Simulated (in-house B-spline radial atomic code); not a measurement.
A fraction x of an electron is removed from 3d in Ti2+, starting from [Ar] 3d2 and keeping the highest spin. Level of theory: non-relativistic wB97X, spin-polarised, spherical fractional occupations, point nucleus; calculated with an all-electron radial atomic-structure program (B-spline basis).

Caution: exact exchange at fractional occupations of open shells leaves self-interaction of up to several eV.

```json
{"x": "0", "E(x) - E(0) (eV)": "0.0000", "3d up level (eV)": "-19.361"}
{"x": "0.07", "E(x) - E(0) (eV)": "1.3837", "3d up level (eV)": "-20.175"}
{"x": "0.14", "E(x) - E(0) (eV)": "2.8248", "3d up level (eV)": "-21.002"}
{"x": "0.29", "E(x) - E(0) (eV)": "6.1105", "3d up level (eV)": "-22.817"}
{"x": "0.44", "E(x) - E(0) (eV)": "9.6728", "3d up level (eV)": "-24.690"}
{"x": "0.5", "E(x) - E(0) (eV)": "11.1771", "3d up level (eV)": "-25.454"}
{"x": "0.61", "E(x) - E(0) (eV)": "14.0551", "3d up level (eV)": "-26.878"}
{"x": "0.69", "E(x) - E(0) (eV)": "16.2474", "3d up level (eV)": "-27.932"}
{"x": "0.85", "E(x) - E(0) (eV)": "20.8878", "3d up level (eV)": "-30.083"}
{"x": "0.9", "E(x) - E(0) (eV)": "22.4090", "3d up level (eV)": "-30.767"}
{"x": "1", "E(x) - E(0) (eV)": "25.5547", "3d up level (eV)": "-32.151"}
```

The exact functional would give a straight line between the two integer points. Deviations E(x) - E(0) - x[E(1) - E(0)], in eV: -0.405 at x = 0.07, -0.753 at x = 0.14, -1.3 at x = 0.29, -1.571 at x = 0.44, -1.6 at x = 0.5, -1.533 at x = 0.61, -1.385 at x = 0.69, -0.834 at x = 0.85, -0.59 at x = 0.9.

The curve lies below the straight line by up to 1.6 eV (at x = 0.5): convex, the delocalisation error, to which spherically averaged exact exchange adds.

**Question.** How well does Slater's transition state (minus the level at half occupation) give the ionisation energy?

**Answer.** It gives 25.454 eV against 25.555 eV from the two total energies; NIST lists 27.49 eV, ground level to ground level. The end point has an open shell averaged over its orbitals, so its exact exchange keeps a self-interaction and this is no true integer point.
